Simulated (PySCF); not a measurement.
## Electronic structure of O³⁺ (oxygen, charge +3) at the UHF level

Configuration: [He] 2s2 2p1, 2P determinant. Computed with PySCF 2.14 in def2-TZVP (5s3p2d1f, 31 functions), with the non-relativistic Hamiltonian (point nucleus).

```
Total energy                                                  : -71.096362 hartree
One-electron energy                                           : -86.1431 hartree
Hartree (Coulomb) energy                                      : 21.7273 hartree
Exchange energy                                               : -6.6806 hartree
Kinetic energy                                                : 71.09794 hartree
⟨S²⟩                                                          : 0.7529
⟨L²⟩                                                          : 2.007
Sum of ⟨r⟩                                                    : 3.271 bohr
Sum of ⟨r²⟩                                                   : 3.397 bohr²
Traceless quadrupole moment −½Σ⟨3z² − r²⟩ along its main axis : -0.410 e·bohr²
Density at the nucleus (Gaussians lack the cusp)              : 310 bohr⁻³
Spin density at the nucleus                                   : 0.00243 bohr⁻³
Langevin diamagnetic susceptibility                           : -2.69 ×10⁻⁶ cm³/mol
Time after the integrals                                      : 0.08 s of wall time on 1 thread of Neoverse-V1 (shared host)
```

```json
{"shell": "1s α", "electrons": "1", "mean orbital energy (eV)": "-636.08", "rms radius, mean of both spins (bohr)": "0.229"}
{"shell": "1s β", "electrons": "1", "mean orbital energy (eV)": "-634.38", "rms radius, mean of both spins (bohr)": "0.229"}
{"shell": "2s α", "electrons": "1", "mean orbital energy (eV)": "-91.056", "rms radius, mean of both spins (bohr)": "1.07"}
{"shell": "2s β", "electrons": "1", "mean orbital energy (eV)": "-85.602", "rms radius, mean of both spins (bohr)": "1.07"}
{"shell": "2p α", "electrons": "1", "mean orbital energy (eV)": "-78.067", "rms radius, mean of both spins (bohr)": "1.01"}
```
